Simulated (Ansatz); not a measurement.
Species: H3GeOF, charge 0, singlet. H3GeOF (SMILES [GeH2]([F])[OH]).
B3LYP-D3(BJ)/def2-TZVP minimum from Ansatz (a quantum-chemistry and plane-wave program):
```xyz
6

Ge    -0.2297    -0.2486     0.0280
O      1.4551    -0.4179    -0.4920
F     -0.5354     1.4543     0.2913
H     -1.0843    -0.6997    -1.1539
H     -0.4854    -0.9134     1.3880
H      2.0974    -0.1769     0.1836
```
Charge 0, spin multiplicity 1.

Property: atomisation energy (electronic, to ground-state atoms), in kcal/mol. Radicals and triplets start from unrestricted determinants; spin-orbit coupling is neglected. Cores are frozen in correlated methods (noble-gas shells, and filled d and f shells in the p block). No relativity. CBS(X,Y): correlation extrapolated as X^-3, Hartree-Fock from the larger set (Q,5: extrapolated as (X+1)exp(-9√X)). A bracket is a step between two methods taken in the basis named. Where a partner has so few electrons that a lower coupled-cluster level is exact, that level stands in.

CCSD(T)/CBS(cc-pVQZ,cc-pV5Z) + [CCSDT(Q) - CCSD(T)]/cc-pVDZ (Ansatz) gives 469.4 kcal/mol.

What does PBE/def2-TZVPD (Ansatz) give here, and how do the other levels compare?

PBE gives 463.5 kcal/mol, 5.9 kcal/mol below it. Differences of the others: r2SCAN/def2-TZVPD (Ansatz) -7.3; B3LYP/def2-TZVPD (Ansatz) -14.8; PBE0/def2-TZVPD (Ansatz) -18.1; wB97M-V/def2-TZVPD (Ansatz) -9.4; CCSD(T)/CBS(cc-pVQZ,cc-pV5Z) (Ansatz) -0.8 kcal/mol.
